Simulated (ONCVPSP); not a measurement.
PBE ONCV dataset for C (Z = 6), scalar-relativistic all-electron reference.

carbon, optimised norm-conserving Vanderbilt (ONCV), made with ONCVPSP 4.0.1 (PBE, scalar-relativistic). Core [He], reference 2s2 2p2. Waves: 2s: rc 0.80 bohr, ncon 3, nbas 8, qcut 7.7 1/bohr, local; 2p: rc 2.95 bohr, ncon 3, nbas 7, qcut 4.6 1/bohr, 2 projectors, debl 2.1 Ha. Local part: the s channel. Core correction: polynomial model core, fcfact 0.25.

All-electron outer shells of the reference configuration (PBE, scalar-relativistic, ld1.x):

| shell | level (eV) | outermost node (bohr) | outermost maximum (bohr) |
| --- | --- | --- | --- |
| 1s | -273.38 | – | 0.17 |
| 2s | -13.75 | 0.38 | 1.22 |
| 2p | -5.29 | – | 1.20 |

Question: Estimate the cutoffs (Ha) at which the residual kinetic energy of the hardest occupied pseudo-wave falls to 1 and 0.1 mHa per electron.

Answer: 20 Ha and 183 Ha.

Question: What does a ghost test show?

Answer: No bound ghost flagged; no localised positive-energy state flagged.

Question: Which valence shell sets the plane-wave cutoff?

Answer: 2s: 20 Ha for 1 mHa per electron, against 7 Ha for 2p.

Question: Tests: 2s2 2p1; 2s2 2p0; 2s1 2p0; 2s2 2p1.5. Which has the largest error in its energy relative to the reference configuration, and how large is it?

Answer: 2s1 2p0, with +2634 meV (all-electron minus pseudo) on +83.21 eV.
